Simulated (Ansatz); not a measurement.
One change: `NB(N)S` becomes `CCB(N)S`.

Ansatz, PBE0-D4/def2-TZVP geometries, multiplicity 1. Each molecule was computed in one conformer, which needn't be the lowest.

```tsv
property	`NB(N)S`
HOMO energy (PBE/def2-TZVPP) / eV	-5.57
LUMO energy (B3LYP/def2-TZVPP) / eV	0.16
ideal-gas entropy at 298 K and 1 bar (rigid rotor, harmonic PBE0-D4/def2-TZVP) / J/(mol·K)	317
HOMO energy (B3LYP/def2-TZVPP) / eV	-6.58
HOMO–LUMO gap (PBE0/def2-TZVPP) / eV	7.33
HOMO energy (PBE0/def2-TZVPP) / eV	-6.84
```

Problem. Give the same properties after the change, and the shifts. (An estimate is asked.)

Solution. Computed: 
```json
{"property": "HOMO energy (PBE/def2-TZVPP) / eV", "`CCB(N)S`": "-5.77", "shift": "-0.20"}
{"property": "LUMO energy (B3LYP/def2-TZVPP) / eV", "`CCB(N)S`": "0.23", "shift": "0.07"}
{"property": "ideal-gas entropy at 298 K and 1 bar (rigid rotor, harmonic PBE0-D4/def2-TZVP) / J/(mol·K)", "`CCB(N)S`": "344", "shift": "27"}
{"property": "HOMO energy (B3LYP/def2-TZVPP) / eV", "`CCB(N)S`": "-6.75", "shift": "-0.17"}
{"property": "HOMO–LUMO gap (PBE0/def2-TZVPP) / eV", "`CCB(N)S`": "7.54", "shift": "0.21"}
{"property": "HOMO energy (PBE0/def2-TZVPP) / eV", "`CCB(N)S`": "-7.00", "shift": "-0.16"}
```

With PBE0 the HOMO falls by 0.16 eV and the LUMO rises by 0.05 eV, so the gap widens by about 0.21 eV. PBE moves the HOMO by -0.20 eV and ωB97M-V by -0.15 eV. The zero-point energy changes by 104.5 kJ/mol with +12 modes.

B3LYP here is the variant with VWN-RPA as its local correlation; programs differ in this.
